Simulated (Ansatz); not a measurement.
Cost and result for the atomization energy of Al2BH6ISi (11 atoms, 12 bonds).

Z-matrix (Å, degrees):
```
B
I 1 2.495
Al 1 2.084 2 74.6
H 1 1.197 2 103.0 3 -117.1
H 1 1.197 2 102.8 3 117.7
Al 2 2.836 1 100.0 3 1.6
Si 6 2.449 2 104.8 1 110.0
H 6 1.588 2 106.6 1 -115.0
H 7 1.491 6 112.7 2 71.3
H 7 1.492 6 110.6 2 -49.0
H 7 1.492 6 111.4 2 -168.1
```

Total charge 0; spin multiplicity 1. Correlated methods include outer-core shells of I, which these sets cover unevenly. I: def2 effective core potential. The bonds changed during the relaxation, so this is another structure than the one it started from. The structure was optimised at the PBE0-D4/def2-TZVP level. It is one conformer, not always the lowest. Program: Ansatz. All runs use 4 threads of a server CPU on a shared host. Times are those of one run each, without the atoms' runs, and a repeat can differ threefold. Electronic energies, without spin–orbit coupling; frozen cores. CCSD(T)/CBS adds CCSD(T) − MP2 in def2-TZVPP to the MP2 limit, and its time is that of the two runs behind it. T1 = 0.013. With those shells the extrapolation isn't a true limit. B3LYP takes the VWN-RPA correlation (the form of Gaussian; ORCA's B3LYP/G).

CCSD(T)/CBS is a level of theory with its own doubt, some kJ/mol a heavy atom from the limit and from the frozen cores, so smaller differences don't rank the functionals.

```tsv
level	functions	wall time	atomization (kJ/mol)	difference from CCSD(T)/CBS	per bond
LDA (SPW92)/def2-TZVPP	291	4 s	3293.4	341.4	28.5
BLYP-D4/def2-TZVPP	291	4.6 s	2888.5	-63.5	-5.3
r2SCAN-D4/def2-TZVPP (with forces)	291	8.5 s	2977.1	25.1	2.1
PBE0-D4/def2-TZVPP	291	8.5 s	2941.7	-10.3	-0.9
r2SCANh-D4/def2-TZVPP	291	10 s	2965.2	13.2	1.1
B3LYP-D4/def2-TZVPP (with forces)	291	11 s	2923.9	-28.1	-2.3
CCSD(T)/def2-SVP	124	12 s	2744.2	-207.8	-17.3
PBE-QIDH/def2-TZVPP	291	13 s	2928.7	-23.3	-1.9
B97M-V/def2-TZVPP	291	14 s	2986.4	34.4	2.9
ωB97M-V/def2-TZVPP (with forces)	291	21 s	2931.5	-20.5	-1.7
MP2/def2-QZVPP	529	41 s	2925.5	-26.5	-2.2
CCSD(T)/def2-TZVPP	291	4.4 min	2867.4	-84.6	-7.0
CCSD(T)/CBS(def2)	–	5.1 min	2952.0	0.0	0.0
```

At CCSD(T), def2-SVP lies −207.7 kJ/mol from the extrapolated value and def2-TZVPP −84.5 kJ/mol: correlation converges slowly with the basis, and small sets miss more of it in the bonded molecule than in its fragments. The D4 term adds +53.3 kJ/mol with B3LYP and +28.1 kJ/mol with PBE0; it sums over pairs of atoms, weighted by their polarisabilities, and B3LYP, whose exchange is more repulsive, gets the larger term. From r2SCAN to r2SCAN0 (25 % exact exchange), in def2-TZVPP and without D4, the atomization energy moves by −30.2 kJ/mol: exact exchange takes away binding that semilocal exchange gives to molecules.

Spin–orbit coupling would lower the free I atoms strongly, and the atomization energy with them, by more than many differences here.
